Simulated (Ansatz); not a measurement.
A structure relaxed at PBE-D4/def2-SVP in Ansatz, charge 0, doublet:

```xyz
48

Li   -0.1944   -2.9300    1.0143
Sn    1.2712    2.8739   -1.3810
Sn   -2.8964    1.7259    4.5433
Sn    4.8399    0.5811   -3.1688
Sn    0.7589   -0.7373    3.0395
Sn    0.7359    0.5014   -5.3113
Sn   -2.2883    0.5843    0.1279
Sn    1.2626   -1.5079   -1.3176
Sn   -3.3342   -2.7164    3.5838
Sn    4.0619    2.9409   -1.8380
Sn   -0.0362    2.8183   -3.9016
Sn    3.5328    0.3941   -5.6575
Sn   -0.1441    1.2184    4.8763
Sn   -3.5670    2.3841    1.8857
Sn    0.5607    0.6679    0.4134
Sn   -4.3021   -0.6229    5.2011
Sn    4.0630   -1.6577   -1.6455
Sn   -0.5552   -3.1725    3.9507
Sn   -0.0912   -1.7181   -3.7846
Sn   -3.2275   -1.9937    0.8376
H     0.8464    4.3925   -0.6182
H    -3.4254    2.9891    5.6227
H     6.5650    0.5387   -3.4198
H     2.4531   -0.9541    3.4466
H    -0.0339    0.4407   -6.8751
H    -2.8808    0.8609   -1.4922
H     0.8975   -3.0570   -0.4656
H    -4.2866   -4.1706    3.7333
H     4.5406    4.3132   -2.7976
H     4.9275    3.0495   -0.3317
H     0.3193    4.2340   -4.8543
H    -1.7619    2.7743   -3.6861
H     4.0393    1.6879   -6.7021
H     3.9684   -1.0918   -6.4486
H     0.7214    2.7045    4.6090
H     0.1303    0.7640    6.5345
H    -3.0752    4.0154    1.5407
H    -5.2976    2.3294    1.7109
H    -4.0663   -1.0865    6.8601
H    -6.0152   -0.4682    4.9523
H     4.8028   -1.6371   -0.0721
H     4.5297   -3.1437   -2.4169
H    -0.0434   -4.3557    5.1364
H    -0.3081   -4.1585    2.4499
H    -1.8032   -1.6640   -3.4827
H     0.2500   -3.2355   -4.5611
H    -4.5394   -2.6380   -0.1097
H    -1.9045   -3.0673    0.2698
```

Give its formula.

LiSn₁₉H₂₈.

Summarise the bond lengths by kind (pairs closer than 1.2 times the sum of covalent radii, bridged metal pairs left out).

24 × Sn–Sn 2.82 to 2.98 Å; 1 × Li–Sn 3.13 Å; 28 × H–Sn 1.74 to 1.81 Å; 3 × H–Li 1.84 to 1.89 Å.

In the def2 sets Sn takes a core potential; there is no spin–orbit coupling. Single mean-field runs in def2-SVP are fitted with def2-universal-jkfit. Another isomer (doublet) lies 0.03 eV lower at PBE-D4/def2-SVP; other spin states weren't run for this one.
